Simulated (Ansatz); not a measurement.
`CNB(O)F` + H₂O → `OB(O)F` + CH₃NH₂  (formal hydrolysis of a B–N bond)

Computed with Ansatz on PBE0-D4/def2-TZVP structures; ΔE is electronic, products minus reactants. CBS: MP2 limit from def2 TZ/QZ plus the TZ coupled-cluster correction, frozen cores. This one scheme is used for every species. Functionals use def2-TZVPP. Each species was taken in one conformer, which may not be the lowest.

`CNB(O)F`:

Cartesian coordinates in Å:
```
C -0.710 1.081 -0.612
N -0.272 -0.232 -0.200
B 0.809 -0.498 0.658
O 1.222 -1.741 1.046
F 1.513 0.527 1.152
H -1.740 1.282 -0.299
H -0.068 1.831 -0.153
H -0.652 1.207 -1.698
H -0.810 -0.993 -0.578
H 0.708 -2.464 0.684
```

H₂O:

```xyz
3

O     0.146    0.357   -0.056
H     0.570   -0.483   -0.245
H    -0.715    0.126    0.301
```

`OB(O)F`:

Cartesian coordinates in Å:
```
O -0.369 0.921 -0.504
B -0.120 -0.275 0.094
O 1.114 -0.599 0.541
F -1.096 -1.168 0.256
H -1.285 1.024 -0.774
H 1.755 0.097 0.386
```

CH₃NH₂:

```xyz
7

C     0.117    0.152   -0.535
N    -0.058    0.056    0.904
H    -0.222   -0.722   -1.110
H     1.174    0.309   -0.762
H    -0.422    1.026   -0.908
H     0.443   -0.742    1.273
H    -1.033   -0.079    1.137
```

```tsv
species	CAM-B3LYP energy (Eh)
`CNB(O)F`	-295.96385
H₂O	-76.43858
`OB(O)F`	-276.56561
CH₃NH₂	-95.84764
```

Work out ΔE.

ΔE = (-276.56561) + (-95.84764) − (-295.96385) − (-76.43858) = -0.01082 Eh = -28.4 kJ/mol. CCSD(T)/CBS gives -21.6 kJ/mol.

Largest T1 diagnostic among the species: 0.012.

Leaving LDA and LC-ωPBE aside and taking each functional with its dispersion term where it has one, the values, not all of them listed here, spread over 9.0 kJ/mol, from B97M-V to revPBE-D4. LDA lies +6.0 kJ/mol from PBE without D4. In def2-TZVPP, CCSD(T) changes the Hartree–Fock value by +11.3 kJ/mol (the triples alone add +1.3 kJ/mol) and MP2 by +13.1 kJ/mol. At CCSD(T), def2-SVP lies −16.0 kJ/mol from the extrapolated value and def2-TZVPP −4.0 kJ/mol.
